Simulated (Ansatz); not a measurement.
Consider the ligand exchange at the Si–N bond: `BN([SiH3])[SiH3]` + `[OH][Ga]([Cl])[Cl]` → `[SiH3][O][Ga]([Cl])[Cl]` + `BN[SiH3]`.

Calculated with Ansatz (gas phase, PBE0-D4/def2-TZVP geometries, no zero-point term in ΔE). CBS: MP2 limit from def2 TZ/QZ plus the TZ coupled-cluster correction, frozen cores. DFT in def2-TZVPP. B3LYP here is the variant with VWN-RPA as its local correlation; programs differ in this. For Ga outer-core shells are correlated without core-valence functions, which leaves a few kJ/mol of doubt a bond. Scalar relativity is left out up to krypton. Each species was taken in one conformer, which may not be the lowest.

```csv
level,ΔE (kJ/mol)
revPBE-D4,-46.6
B3LYP-D4,-60.5
r2SCANh-D4,-58.5
CAM-B3LYP-D4,-64.1
r2SCAN0,-60.2
CCSD/def2-TZVPP,-61.3
CCSD(T)/def2-TZVPP,-58.4
MP2/CBS(def2),-55.6
```

**Question.** What does CCSD(T)/CBS give? (Best estimate.)

**Answer.** The calculation gave: -56.9 kJ/mol. The listed levels differ from it by 10.3, -3.6, -1.6, -7.2, -3.3, -4.4, -1.5, 1.3 kJ/mol.

Largest T1 diagnostic among the species: 0.013.

In def2-TZVPP, CCSD(T) changes the Hartree–Fock value by +18.9 kJ/mol (the triples alone add +2.9 kJ/mol) and MP2 by +20.2 kJ/mol. The D4 term adds +4.7 kJ/mol with B3LYP and +2.3 kJ/mol with PBE0; it sums over pairs of atoms, weighted by their polarisabilities, and B3LYP, whose exchange is more repulsive, gets the larger term. From BLYP to BHLYP (50 % exact exchange), in def2-TZVPP and without D4, ΔE moves by −6.3 kJ/mol.
